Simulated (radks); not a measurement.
All-electron atom: the chromium ion Cr+ in [Ar] 3d5.

All-electron calculation, non-relativistic Kohn-Sham, LDA (Slater exchange, Perdew-Wang correlation), spin-unpolarised, spherical densities, point nucleus; hard spherical wall at 2 bohr. Program: a radial shooting solver on a logarithmic mesh with Libxc functionals.

Energy parts (eV):
part                      energy
total                 -28257.041
kinetic                28683.306
electron-nucleus      -68217.928
Hartree                12578.779
exchange-correlation   -1301.197

Orbitals (lengths in bohr, moments of r in powers of bohr; r(max) is where P^2 peaks; r(90%) holds 90 % of the orbital's charge):
orbital  occ.  eigenvalue (eV)  <1/r>       <r^4>   r(max)  r(90%)
1s          2        -5786.984  23.48  0.00007856  0.04232   0.115
2s          2        -623.6534  4.958     0.01913   0.2468   0.461
2p          6        -525.7997  4.913     0.01463   0.1988   0.430
3s          2         -51.0857  1.537       1.191   0.8021    1.32
3p          6         -23.2429  1.448       1.332   0.8215    1.37
3d          5          23.7285  1.268       1.496   0.8325    1.42
4s          0          91.1984  1.300       3.677    1.473    1.69
4p          0         107.1727  1.321       3.560    1.484    1.69
4d          0         128.5769  1.278       3.181    1.486    1.68

The highest occupied level is 3d at 23.728 eV. The pressure on the wall is 5000 GPa. The electron density at the nucleus is 9267 e/bohr^3. The density falls to 0.001 e/bohr^3 at r = 1.95 bohr.
